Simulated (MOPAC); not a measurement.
MOPAC input (PM3):

```
PM3 FORCE THERMO(298,298) PRECISE LET UHF MS=0.5 GEO-OK AUX(PRECISION=9) THREADS=1
H2BS3

S    -0.30514961 1    1.18953458 1   -1.27058830 1
B    -0.01511869 1    0.05891256 1   -0.06292725 1
S     1.57817441 1   -0.39869439 1    0.48987872 1
S    -1.26969496 1   -0.80380555 1    0.79455796 1
H     2.35137441 1    0.34639943 1   -0.26415572 1
H    -2.35727064 1   -0.32341358 1    0.23960335 1
```

From the output:

```
     H    6   0.054395   0.371930   0.090495   1.634757   0.042592   1.665411

          HEAT OF FORMATION =     -18.388237 KCALS/MOLE

          ZERO POINT ENERGY      12.400 KCAL/MOL

           NORMAL COORDINATE ANALYSIS (Total motion = 1 Angstrom)

   Root No.       1         2         3         4         5         6         7         8

                 1 B2      1 A1      1 A2      1 B1      2 A1      2 B1      2 B2      3 A1

                 127.2     199.5     233.5     397.2     485.5     486.6     723.2     779.8

   x  S    1   -0.0000   -0.1100   -0.0000    0.0000    0.2375   -0.0000   -0.0000   -0.0509
   y  S    1    0.1501   -0.0000    0.0000    0.0000    0.0000    0.0000    0.0071   -0.0000
   z  S    1    0.0000    0.0000   -0.0000   -0.0164   -0.0000   -0.0368   -0.0000   -0.0000
   x  B    2    0.0000   -0.1203   -0.0000   -0.0000   -0.0087   -0.0000   -0.0000    0.1986
   y  B    2   -0.1529   -0.0000   -0.0000   -0.0000   -0.0000   -0.0000    0.2071    0.0000
   z  B    2   -0.0000    0.0000   -0.0000    0.0545    0.0000    0.3445    0.0000   -0.0000
   x  S    3   -0.1079    0.0678    0.0000    0.0000   -0.1142    0.0000   -0.0472   -0.0002
   y  S    3   -0.0455   -0.1265    0.0000    0.0000   -0.1697    0.0000   -0.0454   -0.0262
   z  S    3    0.0000   -0.0000   -0.0247   -0.0151   -0.0000   -0.0309   -0.0000   -0.0000
   x  S    4    0.1079    0.0677    0.0000    0.0000   -0.1142    0.0000    0.0472   -0.0002
   y  S    4   -0.0454    0.1266   -0.0000    0.0000    0.1697    0.0000   -0.0454    0.0262
   z  S    4   -0.0000   -0.0000    0.0247   -0.0151    0.0000   -0.0309    0.0000    0.0000
   x  H    5   -0.1969    0.2398   -0.0000   -0.0000   -0.0974    0.0000    0.2428   -0.2479
   y  H    5   -0.1216    0.0269   -0.0000   -0.0000   -0.1422    0.0000    0.2197   -0.2456
   z  H    5   -0.0000    0.0000    0.4753    0.4494   -0.0000   -0.2784    0.0000   -0.0000
   x  H    6    0.1969    0.2398    0.0000   -0.0000   -0.0973    0.0000   -0.2429   -0.2480
   y  H    6   -0.1215   -0.0268    0.0000   -0.0000    0.1422    0.0000    0.2196    0.2455
   z  H    6   -0.0000   -0.0000   -0.4753    0.4494   -0.0000   -0.2784    0.0000    0.0000

   Root No.       9        10        11        12

                 3 B2      4 A1      5 A1      4 B2

                 927.3     980.0    1666.4    1667.5

   x  S    1   -0.0000   -0.0123    0.0004    0.0000
   y  S    1    0.0022   -0.0000   -0.0000   -0.0006
   z  S    1    0.0000    0.0000    0.0000    0.0000
   x  B    2   -0.0000    0.1195   -0.0001    0.0000
   y  B    2    0.1185    0.0000   -0.0000   -0.0041
   z  B    2    0.0000    0.0000    0.0000    0.0000
   x  S    3    0.0066   -0.0234   -0.0103    0.0100
   y  S    3   -0.0122   -0.0066    0.0110   -0.0106
   z  S    3    0.0000    0.0000   -0.0000   -0.0000
   x  S    4   -0.0066   -0.0234   -0.0103   -0.0100
   y  S    4   -0.0122    0.0066   -0.0110   -0.0106
   z  S    4   -0.0000   -0.0000    0.0000    0.0000
   x  H    5   -0.3187    0.2997    0.3211   -0.3141
   y  H    5   -0.2825    0.2795   -0.3630    0.3671
   z  H    5   -0.0000    0.0000   -0.0000    0.0000
   x  H    6    0.3188    0.2998    0.3210    0.3139
   y  H    6   -0.2823   -0.2794    0.3632    0.3672
   z  H    6   -0.0000   -0.0000    0.0000    0.0000

           MASS-WEIGHTED COORDINATE ANALYSIS (NORMAL COORDINATES)

   Root No.       1         2         3         4         5         6         7         8

                 1 B2      1 A1      1 A2      1 B1      2 A1      2 B1      2 B2      3 A1

                 127.2     199.5     233.5     397.2     485.5     486.6     723.2     779.8

   x  S    1   -0.0001   -0.4423   -0.0000    0.0000    0.6303   -0.0000   -0.0000   -0.3224
   y  S    1    0.6067   -0.0001    0.0000    0.0000    0.0000    0.0000    0.0410   -0.0001
   z  S    1    0.0000    0.0000   -0.0000   -0.1369   -0.0000   -0.1678   -0.0000   -0.0000
   x  B    2    0.0001   -0.2809   -0.0000   -0.0000   -0.0134   -0.0000   -0.0001    0.7305
   y  B    2   -0.3590   -0.0001   -0.0000   -0.0000   -0.0000   -0.0000    0.6964    0.0002
   z  B    2   -0.0000    0.0000   -0.0000    0.2635    0.0000    0.9115    0.0000   -0.0000
   x  S    3   -0.4362    0.2725    0.0000    0.0000   -0.3031    0.0000   -0.2731   -0.0015
   y  S    3   -0.1838   -0.5088    0.0000    0.0000   -0.4504    0.0000   -0.2628   -0.1662
   z  S    3    0.0000   -0.0000   -0.1989   -0.1257   -0.0000   -0.1408   -0.0000   -0.0000
   x  S    4    0.4362    0.2723    0.0000    0.0000   -0.3031    0.0000    0.2732   -0.0015
   y  S    4   -0.1836    0.5089   -0.0000    0.0000    0.4504    0.0000   -0.2626    0.1662
   z  S    4   -0.0000   -0.0000    0.1989   -0.1257    0.0000   -0.1408    0.0000    0.0000
   x  H    5   -0.1411    0.1709   -0.0000   -0.0000   -0.0458    0.0000    0.2494   -0.2784
   y  H    5   -0.0872    0.0192   -0.0000   -0.0000   -0.0669    0.0000    0.2256   -0.2758
   z  H    5   -0.0000    0.0000    0.6785    0.6634    0.0000   -0.2250    0.0000   -0.0000
   x  H    6    0.1412    0.1710    0.0000   -0.0000   -0.0458    0.0000   -0.2495   -0.2785
   y  H    6   -0.0871   -0.0191    0.0000   -0.0000    0.0669    0.0000    0.2255    0.2756
   z  H    6   -0.0000   -0.0000   -0.6785    0.6634   -0.0000   -0.2250    0.0000    0.0000

   Root No.       9        10        11        12

                 3 B2      4 A1      5 A1      4 B2

                 927.3     980.0    1666.4    1667.5

   x  S    1   -0.0000   -0.0950    0.0035    0.0000
   y  S    1    0.0169   -0.0000   -0.0000   -0.0046
   z  S    1    0.0000    0.0000    0.0000    0.0000
   x  B    2   -0.0001    0.5368   -0.0003    0.0000
   y  B    2    0.5352    0.0001   -0.0000   -0.0192
   z  B    2    0.0000    0.0000    0.0000    0.0000
   x  S    3    0.0515   -0.1812   -0.0835    0.0817
   y  S    3   -0.0947   -0.0513    0.0892   -0.0860
   z  S    3    0.0000    0.0000   -0.0000   -0.0000
   x  S    4   -0.0515   -0.1812   -0.0834   -0.0817
   y  S    4   -0.0948    0.0512   -0.0892   -0.0861
   z  S    4   -0.0000   -0.0000    0.0000    0.0000
   x  H    5   -0.4396    0.4111    0.4615   -0.4531
   y  H    5   -0.3896    0.3834   -0.5216    0.5296
   z  H    5   -0.0000    0.0000   -0.0000    0.0000
   x  H    6    0.4397    0.4112    0.4613    0.4529
   y  H    6   -0.3894   -0.3832    0.5218    0.5298
   z  H    6   -0.0000   -0.0000    0.0000    0.0000

          DESCRIPTION OF VIBRATIONS

 VIBRATION          1    1B2         ATOM PAIR     ENERGY CONTRIBUTION    RADIAL
 FREQUENCY           127.24         S 3 -- S 4         +16.5% (202.4%)      0.0%
 TRANSITION DIPOLE   0.5193         B 2 -- S 3         +14.8% (191.9%)      4.5%
 TRAVEL (Ang.)       0.2616         B 2 -- S 4         +14.8% (191.9%)      4.5%
 REDUCED MASS        7.7426         S 1 -- B 2         +14.6% (190.8%)      0.0%
 EFFECTIVE MASS     81.3068         S 1 -- S 4         +11.6% (169.6%)     71.0%
 FORCE CONSTANT      0.0739         S 1 -- S 3         +11.6% (169.6%)     71.0%

 VIBRATION          2    1A1         ATOM PAIR     ENERGY CONTRIBUTION    RADIAL
 FREQUENCY           199.52         S 3 -- S 4         +21.8% (165.3%)    100.0%
 TRANSITION DIPOLE   0.0541         B 2 -- S 4         +16.1% (142.0%)      2.2%
 TRAVEL (Ang.)       0.2004         B 2 -- S 3         +16.1% (142.0%)      2.2%
 REDUCED MASS        8.4126         S 1 -- S 4         +15.6% (139.7%)     19.2%
 EFFECTIVE MASS     73.6859         S 1 -- S 3         +15.6% (139.7%)     19.3%
 FORCE CONSTANT      0.1973

 VIBRATION          3    1A2         ATOM PAIR     ENERGY CONTRIBUTION    RADIAL
 FREQUENCY           233.48         S 4 -- H 6         +49.2% ( 98.5%)      0.0%
 TRANSITION DIPOLE   0.0000         S 3 -- H 5         +49.2% ( 98.5%)      0.0%
 TRAVEL (Ang.)       0.7398         B 2 -- S 4          +0.3% (  8.2%)      0.0%
 REDUCED MASS        0.5277         S 1 -- S 3          +0.3% (  8.2%)      0.0%
 EFFECTIVE MASS      1.8871
 FORCE CONSTANT      0.0169

 VIBRATION          4    1B1         ATOM PAIR     ENERGY CONTRIBUTION    RADIAL
 FREQUENCY           397.23         S 3 -- H 5         +32.5% ( 55.8%)      0.0%
 TRANSITION DIPOLE   0.6362         S 4 -- H 6         +32.5% ( 55.8%)      0.0%
 TRAVEL (Ang.)       0.6011         S 1 -- B 2         +11.6% ( 33.4%)      0.0%
 REDUCED MASS        0.4698         B 2 -- S 4         +11.2% ( 32.7%)      0.0%
 EFFECTIVE MASS      2.9612         B 2 -- S 3         +11.2% ( 32.7%)      0.0%
 FORCE CONSTANT      0.0437

 VIBRATION          5    2A1         ATOM PAIR     ENERGY CONTRIBUTION    RADIAL
 FREQUENCY           485.46         S 1 -- S 3         +21.1% ( 79.1%)     99.8%
 TRANSITION DIPOLE   0.1513         S 1 -- S 4         +21.1% ( 79.1%)     99.8%
 TRAVEL (Ang.)       0.1143         S 3 -- S 4         +17.9% ( 72.8%)    100.0%
 REDUCED MASS       10.6285         S 1 -- B 2         +10.3% ( 55.3%)    100.0%
 EFFECTIVE MASS     32.5032
```
